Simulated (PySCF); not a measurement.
## A small calculation by hand: dipole moment from atomic charges

In(Br)2(OH) (Br2HInO), SMILES [In]([Br])([Br])[OH]. Atoms are numbered in the order given.

```xyz
5

In     0.5258     0.0061     0.0000
Br    -0.7090    -2.1561     0.0000
Br    -0.6855     2.1637     0.0000
O      2.5198     0.0368     0.0000
H      2.8833    -0.8618     0.0000
```
Charge 0, spin multiplicity 1.

Geometry: B3LYP-D3(BJ)/def2-SVP. The structure was generated by enumeration; whether it is a known compound was not checked. The def2 effective core potentials stand for the cores of In; spin–orbit coupling is left out. The values are those of a single conformer.

Charges (e) from ωB97X/def2-TZVP in PySCF:

| atom | Mulliken | ESP fit |
|---|---|---|
| In1 | 0.886 | 0.721 |
| Br2 | -0.298 | -0.248 |
| Br3 | -0.289 | -0.204 |
| O4 | -0.624 | -0.626 |
| H5 | 0.325 | 0.358 |

The dipole moment of the full density is 1.32 D.

### Question
What dipole moment does each set of point charges give, and which comes closer to that of the density?

### Answer

μ = Σ q r, and 1 e Å = 4.8032 D.
Mulliken: Σ q r = (0.240, -0.280, 0.000) e Å, |μ| = 1.77 D.
ESP fit: Σ q r = (0.150, -0.234, 0.000) e Å, |μ| = 1.33 D.
ESP fit comes closer in size. Point charges leave out the atoms' own dipoles (lone pairs, polarised bonds); fits to the potential absorb them, partitions of the density don't.
